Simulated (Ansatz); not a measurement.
CH8Al2Si (`C[SiH2][AlH][AlH2]`). Total charge 0; spin multiplicity 1.

Cartesian coordinates in Å:
```
C 0.269 0.533 1.922
Si 0.535 -1.086 0.993
Al -0.021 -0.979 -1.408
Al -0.906 1.162 -2.560
H 0.886 1.330 1.499
H 0.530 0.427 2.977
H -0.776 0.848 1.863
H -0.284 -2.156 1.642
H 1.961 -1.507 1.153
H 0.193 -2.322 -2.250
H -2.465 1.494 -2.645
H 0.077 2.254 -3.186
```

**Question.** What are the harmonic wavenumbers in cm⁻¹ at PBE0-D4/def2-TZVP (Ansatz, finite differences of forces, unscaled)? (An estimate is asked.)

**Answer.** Computed: 33, 50, 105, 163, 164, 271, 302, 315, 397, 439, 476, 580, 591, 665, 701, 778, 870, 889, 921, 1273, 1453, 1455, 1866, 1879, 1884, 2169, 2172, 3049, 3132, 3136.

**Question.** Is this a minimum?

**Answer.** Yes, all 30 modes are real.

**Question.** Give the ideal-gas thermochemistry at 298.15 K and 1 bar (rigid rotor, harmonic oscillator; point group Cs, symmetry number 1).

**Answer.** Zero-point energy 192.5 kJ/mol; H(298) − E = 219.8 kJ/mol; entropy 401.7 J/(mol·K), of which translation 166.6, rotation 118.0, vibration 117.2; G(298) − E = 100.0 kJ/mol. Modes under 100 cm⁻¹ are hindered rotations or soft bends, so the harmonic entropy is rough.
